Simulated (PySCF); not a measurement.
An unknown shows these calculated signals:

1H NMR (300 MHz, computed): δ 9.27 (s, 1H), 7.28 (s, 1H), 2.40 (s, 3H).

13C{1H} NMR (computed): δ 167.3 (C), 155.1 (CH), 143.4 (C), 132.4 (CH), 20.1 (CH3).

Calculated, not measured (PySCF): PBE0/pcSseg-1 with gauge-including orbitals, geometry from GFN2-xTB. One averaged value for each set of equivalent atoms, a single conformation, non-relativistic Hamiltonian, gas phase.

δ = σ(ref) − σ, references computed at the same level: TMS for 1H (31.72 ppm) and 13C (186.93 ppm).

Question: Which of these does the molecule contain: a CH3CH2 unit, an NH or NH2 group, a (CH3)2CH unit, a heteroaromatic ring?

Answer: 
- A CH3CH2 unit: no.
- An NH or NH2 group: no.
- A (CH3)2CH unit: no.
- A heteroaromatic ring: yes.

The data belong to `Cc1cnnc(Cl)c1`, C₅H₅ClN₂; they needn't prove each group on their own.

Carbon signals by region: 1 in the far downfield region (above 160 ppm), 3 in the sp2 and nitrile region (100–160 ppm), 1 below 50 ppm. Above 160 ppm: 167.3, aromatic carbon bearing chlorine.

Carbons that carry Cl, above all several Cl atoms, come out too deshielded, partly because spin–orbit coupling is missing. Shifts are as computed. Against solution values, carbons near 30 ppm lie about +3 ppm off and those near 130 ppm about +5 ppm; carbons on Cl a further +6 ppm. Of 1211 compounds with measured shifts, 218 miss one by over three times the rms of a fit or turn the order of signals round; such compounds aren't used in these exercises. No couplings were computed; multiplicities are counted from neighbouring protons, with m where these are inequivalent, close in shift, in a saturated or five-membered ring or joined by F or P, and br s for small geminal =CH2 splittings.
